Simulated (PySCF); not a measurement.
These 2 structures share the formula C3H9NSi. Method used: PBE0-D3(BJ)/def2-SVP geometry optimisation, gas phase in PySCF 2.14.0. One conformer each; no zero-point energy, no entropy. No frequencies were run at this level. Point groups hold within 0.08 Å.

Question: Rank from lowest to highest electronic energy at this level (kJ/mol).
A. `[CH3:1][NH:2][SiH:3]1[CH2:4][CH2:5]1` with C1–N2–Si3–C4 74°
B. `[CH2:1]=[CH:2][CH2:3][SiH2:4][NH2:5]` with C1–C2–C3–Si4 100°, C2–C3–Si4–N5 49°, C3–Si4–N5–H 158° and -66°

Answer: B (0.0), A (62.0).

As drawn, the lower has a C=C bond outside aromatic rings, which the higher lacks; the higher has a three-membered ring, which the lower lacks.

```
     SMILES      E (Eh)  E rel (kJ/mol)  dipole (D)  point group     A, B, C (MHz)
C=CC[SiH2]N  -463.43704             0.0        1.04           C1  7227, 2196, 1945
CN[SiH]1CC1  -463.41343            62.0        1.35           C1  9247, 2325, 2198
```
